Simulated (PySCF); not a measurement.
# `F[C@H]1CC(=S)[C@H](Cl)C1`, C5H6ClFS

Molfile (atoms numbered from 1):
```
C5H6ClFS
     RDKit          3D

 14 14  0  0  0  0  0  0  0  0999 V2000
    0.5819   -2.1078    1.0518 F   0  0  0  0  0  0  0  0  0  0  0  0
    0.2013   -0.7975    0.8886 C   0  0  1  0  0  0  0  0  0  0  0  0
    1.2947    0.0080    0.1772 C   0  0  0  0  0  0  0  0  0  0  0  0
    0.5757    0.9296   -0.7543 C   0  0  0  0  0  0  0  0  0  0  0  0
    1.2634    1.9974   -1.7513 S   0  0  0  0  0  0  0  0  0  0  0  0
   -0.8995    0.6961   -0.6305 C   0  0  2  0  0  0  0  0  0  0  0  0
   -1.5142    1.9267    0.5427 Cl  0  0  0  0  0  0  0  0  0  0  0  0
   -1.0229   -0.6932   -0.0285 C   0  0  0  0  0  0  0  0  0  0  0  0
   -0.0087   -0.4116    1.8915 H   0  0  0  0  0  0  0  0  0  0  0  0
    1.9318   -0.6709   -0.3973 H   0  0  0  0  0  0  0  0  0  0  0  0
    1.9456    0.5553    0.8603 H   0  0  0  0  0  0  0  0  0  0  0  0
   -1.4528    0.8560   -1.5548 H   0  0  0  0  0  0  0  0  0  0  0  0
   -0.9364   -1.4424   -0.8182 H   0  0  0  0  0  0  0  0  0  0  0  0
   -1.9607   -0.8462    0.5008 H   0  0  0  0  0  0  0  0  0  0  0  0
  1  2  1  0
  2  3  1  0
  3  4  1  0
  4  5  2  0
  4  6  1  0
  6  7  1  0
  6  8  1  0
  8  2  1  0
  2  9  1  1
  3 10  1  0
  3 11  1  0
  6 12  1  6
  8 13  1  0
  8 14  1  0
M  END
```

Method: TDDFT B3LYP/def2-SVPD circular dichroism and optical rotation, one conformer, gas phase in PySCF. Geometry: GFN2-xTB.

States above about 6.6 eV (minus the energy of the highest occupied orbital) lie near or above the ionisation threshold and depend on the basis.

Stereocentres: C2 S, C6 R.

Question: Give the optical rotatory dispersion at 1550, 1064, 780 nm.

Answer: [α] in deg dm⁻¹ (g/mL)⁻¹:
| λ (nm) | origin-invariant length gauge | modified velocity gauge | length gauge (centre of mass) | isotropic polarisability (au) |
| --- | --- | --- | --- | --- |
| 1550 | -21.0 | -19.2 | -21.3 | 93.4 |
| 1064 | -50.2 | -45.0 | -50.7 | 94.0 |
| 780 | -120.5 | -104.3 | -121.7 | 94.9 |

Question: And for the mirror image at 1550 nm?

Answer: +21.0 deg dm⁻¹ (g/mL)⁻¹ (origin-invariant length gauge): the same size and the opposite sign.

Question: What is the molar rotation [Φ] = [α]·M/100 of the geometry above at 1550 nm?

Answer: With M = 152.61 g/mol, -32.1 deg cm² dmol⁻¹ (origin-invariant length gauge).

The first excitation lies at 2.24 eV (553 nm) with R = -0.9 × 10⁻⁴⁰ esu² cm² (velocity form).
